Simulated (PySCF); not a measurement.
C₃H₃F₄, SMILES F[C](CC(F)F)F (connectivity only; charge and spin as stated), charge +1, multiplicity 1.

Coordinates come from a PBE0-D3(BJ)/def2-SVP optimisation. The spin state was assumed, not searched. The isomer is the one that the SMILES or the coordinates give; other isomers of the formula were not compared. One conformer was computed; it need not be the lowest.

Two levels are set side by side: TDA-PBE/def2-SVPD (PySCF) and TDA-CAM-B3LYP/def2-SVPD (PySCF). Vertical, same geometry. The lowest singlet is HOMO→LUMO 83 % with PBE and HOMO→LUMO 96 % with the other functional; states are paired by order. Differences are taken from unrounded values.

```csv
quantity,TDA-PBE
lowest singlet excitation (eV),4.05
lowest triplet excitation (TDA) (eV),3.06
first bright state (f over 0.05) (eV),4.05
its oscillator strength,0.08
```

These are the TDA-PBE values. What does TDA-CAM-B3LYP give? (Estimate from the structure and the level; the computed values follow.)


| quantity | TDA-CAM-B3LYP | TDA-PBE minus TDA-CAM-B3LYP |
|---|---|---|
| lowest singlet excitation (eV) | 5.44 | -1.39 |
| lowest triplet excitation (TDA) (eV) | 4.40 | -1.34 |
| first bright state (f over 0.05) (eV) | 5.44 | -1.39 |
| its oscillator strength | 0.14 | -0.06 |

A lower first singlet is the usual sign of a functional without exact exchange. Differences between two approximate levels are no errors against the true value.

Rough cost on one machine, each run with all the roots and properties that it gave: TDA-CAM-B3LYP against TDA-PBE about 3 times.
